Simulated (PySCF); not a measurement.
C5H6F4.
Numbering: `[CH2:1]=[C:2]([CH2:3][F:4])[CH2:5][C:6]([F:7])([F:8])[F:9]` (hydrogens: H10, H11 on C1; H12, H13 on C3; H14, H15 on C5)

Level: CAM-B3LYP/def2-SVPD in PySCF, non-relativistic, on one gas-phase PBE0-D3(BJ)/def2-SVP geometry that isn't relaxed in the solvent. The solvent is an IEF-PCM continuum (Bondi radii, 1.10 Å for H, scaled by 1.2), and excitations are vertical TDDFT with non-equilibrium linear response and a frozen core. Only the electrostatic response of the medium enters.

Gas-phase singlets (H = HOMO, L = LUMO):

```tsv
state	E (eV)	λ (nm)	f	leading configurations
S1	7.139	174	0.329	H→L 95%
S2	7.743	160	0.037	H→L+1 85%
S3	7.829	158	0.003	H-1→L 89%
S4	8.506	146	0.034	H-2→L 62%, H→L+2 20%
S5	8.572	145	0.012	H→L+2 44%, H→L+3 16%
```

Task: Give the list for dimethylsulfoxide (ε = 46.83), n² = 2.19.

Result: 
```
state  E (eV)  λ (nm)      f  leading configurations  change by rank (eV)
   S1   6.986     177  0.437                 H→L 96%               -0.153
   S2   7.732     160  0.034    H→L+1 77%, H→L+2 16%               -0.011
   S3   7.806     159  0.002               H-1→L 91%               -0.023
   S4   8.467     146  0.044    H→L+3 44%, H→L+2 26%               -0.039
   S5   8.561     145  0.014    H-2→L 62%, H-3→L 12%               -0.011
```

Task: Give the list for water (ε = 78.36), n² = 1.78.

Result: 
| state | E (eV) | λ (nm) | f | leading configurations | change by rank (eV) |
| --- | --- | --- | --- | --- | --- |
| S1 | 7.027 | 176 | 0.415 | H→L 96% | -0.112 |
| S2 | 7.739 | 160 | 0.031 | H→L+1 77%, H→L+2 16% | -0.004 |
| S3 | 7.808 | 159 | 0.002 | H-1→L 91% | -0.021 |
| S4 | 8.470 | 146 | 0.041 | H→L+3 46%, H→L+2 24% | -0.036 |
| S5 | 8.564 | 145 | 0.014 | H-2→L 62%, H-3→L 12% | -0.008 |

Task: The ground-state energy changes by -0.212 eV from gas to water. By how much does the total energy of gas-phase S1 change?

Result: E(S1) = E(S0) + excitation energy, so it changes by -0.212 − 0.112 = -0.324 eV: it is lowered more than the ground state, which is what a red shift means. This is the vertical state, with the slow part of the continuum still set for S0.

Task: How do the frontier levels move from gas to water?

Result: 
| orbital | gas (eV) | solvent (eV) | change (eV) | Löwdin shares, gas | Löwdin shares, solvent |
| --- | --- | --- | --- | --- | --- |
| LUMO+2 | 1.85 | 2.10 | +0.25 | H10 14 %, C1 14 %, F7 9 %, C5 8 % | C1 20 %, F7 14 %, H10 12 %, H12 8 % |
| LUMO+1 | 1.17 | 1.38 | +0.21 | C1 18 %, C3 12 %, C5 8 %, C6 7 % | C6 13 %, C1 11 %, C3 10 %, C5 10 % |
| LUMO | 0.42 | 0.76 | +0.34 | C1 32 %, C2 30 %, H11 7 %, H10 6 % | C1 32 %, C2 29 %, H11 7 %, C3 6 % |
| HOMO | -9.52 | -9.19 | +0.33 | C1 36 %, C2 34 %, C3 6 %, C5 5 % | C1 36 %, C2 34 %, C3 6 %, C5 5 % |
| HOMO-1 | -11.43 | -11.14 | +0.29 | F4 29 %, C3 19 %, C2 17 %, C1 9 % | F4 22 %, C3 19 %, C2 18 %, C1 10 % |
| HOMO-2 | -11.68 | -11.45 | +0.23 | F4 43 %, C3 21 %, H12 12 %, H13 8 % | F4 39 %, C3 22 %, H12 11 %, H13 9 % |
| HOMO-3 | -12.60 | -12.28 | +0.32 | C5 21 %, C1 16 %, C2 10 %, F7 10 % | C5 23 %, C1 19 %, C2 10 %, H10 9 % |

The HOMO–LUMO gap goes from 9.95 to 9.95 eV.

Conformer computed: `[CH2:1]=[C:2]([CH2:3][F:4])[CH2:5][C:6]([F:7])([F:8])[F:9]`: C1–C2–C3–F4 -132°, C1–C2–C5–C6 -92°, C2–C5–C6–F7 -178°.
